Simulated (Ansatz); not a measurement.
Reaction (formal exchange of groups at the Si–C bond): `C[Si](C)(C)Cl` + `C/N=C(/O)Cl` → `C[Si](C)(Cl)Cl` + `C/N=C(\C)O`

Program: Ansatz. Geometries: PBE0-D4/def2-TZVP. ΔE: electronic, gas phase. CCSD(T)/CBS adds triple-zeta CCSD(T) − MP2 to the extrapolated MP2 energy (def2 sets, frozen cores). Double bonds are as drawn, so ΔE can hold a change between cis and trans. One conformer a species, not always the lowest.

```
             level  ΔE (kJ/mol)
    MP2/def2-TZVPP       -126.7
SCS-MP2/def2-QZVPP       -129.1
```

Q: What does CCSD(T)/CBS give? (Estimate.)

A: Ansatz gave: -128.7 kJ/mol. The listed levels differ from it by 2.0, -0.4 kJ/mol.

Largest T1 diagnostic among the species: 0.013.

From BLYP to BHLYP (50 % exact exchange), in def2-TZVPP and without D4, ΔE moves by −17.7 kJ/mol. At CCSD(T), def2-SVP lies +3.2 kJ/mol from the extrapolated value and def2-TZVPP +2.9 kJ/mol. Leaving LDA and LC-ωPBE aside and taking each functional with its dispersion term where it has one, the values, not all of them listed here, spread over 19.4 kJ/mol, from BHLYP-D4 to PBE-D4.
